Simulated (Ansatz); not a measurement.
Geometry optimisation, RKS PBE0-D4/def2-SVP (Ansatz 0.2.0).

Input:

```yaml
crystal:
  periodic: [false, false, false]
  atoms:
    - { symbol: Sn, position_ang: [0.141066, -0.033509, -0.072828] }
    - { symbol: Cl, position_ang: [0.280137, -0.04008, 2.313976] }
    - { symbol: O, position_ang: [1.976672, -0.01831, -0.739379] }
    - { symbol: H, position_ang: [2.383983, -0.893375, -0.728445] }
    - { symbol: Cl, position_ang: [-0.805248, 1.935841, -0.814885] }
    - { symbol: Cl, position_ang: [-0.879947, -1.967275, -0.844313] }
    - { symbol: F, position_ang: [-2.66242, 0.022592, 1.168386] }
    - { symbol: H, position_ang: [-2.266345, 0.042017, 2.002288] }
basis:
  gaussian: { orbitals: def2-SVP }
hamiltonian:
  xc: pbe0
  dispersion: d4
relax:
  f_tol: 0.03
  max_steps: 50
output:
  orbitals: {}
```

Launched with:

```bash
$ ansatz run input.yaml --threads 4 --pin off --max-ram 5120MiB --backend cpu --events-out ev --progress --plain --runs-dir out
```

Q: Where does it end, and by what steps?

A: It converged. After 5 steps the energy has fallen by 0.053 eV; H8 moved furthest, 0.24 Å.

```json
{"step": "0", "energy less start (eV)": "0.0000", "largest force component (eV/Å)": "0.604", "accepted": "yes"}
{"step": "1", "energy less start (eV)": "-0.0228", "largest force component (eV/Å)": "0.391", "accepted": "yes"}
{"step": "2", "energy less start (eV)": "-0.0337", "largest force component (eV/Å)": "0.855", "accepted": "yes"}
{"step": "3", "energy less start (eV)": "-0.0480", "largest force component (eV/Å)": "0.365", "accepted": "yes"}
{"step": "4", "energy less start (eV)": "-0.0512", "largest force component (eV/Å)": "0.060", "accepted": "yes"}
{"step": "5", "energy less start (eV)": "-0.0528", "largest force component (eV/Å)": "0.023", "accepted": "yes"}
```

```xyz
8
Properties=species:S:1:pos:R:3
Sn 0.038 -0.016 -0.045
Cl 0.185 -0.045 2.312
O 1.897 -0.002 -0.667
H 2.281 -0.889 -0.665
Cl -0.822 1.968 -0.848
Cl -0.912 -1.980 -0.835
F -2.458 0.020 1.099
H -2.041 -0.008 1.933
```

Whether the end is a true minimum wasn't checked by a vibrational analysis.

The run took 17 s on 4 threads of Arm Neoverse V1, on a shared host, peak memory 0.32 GiB.
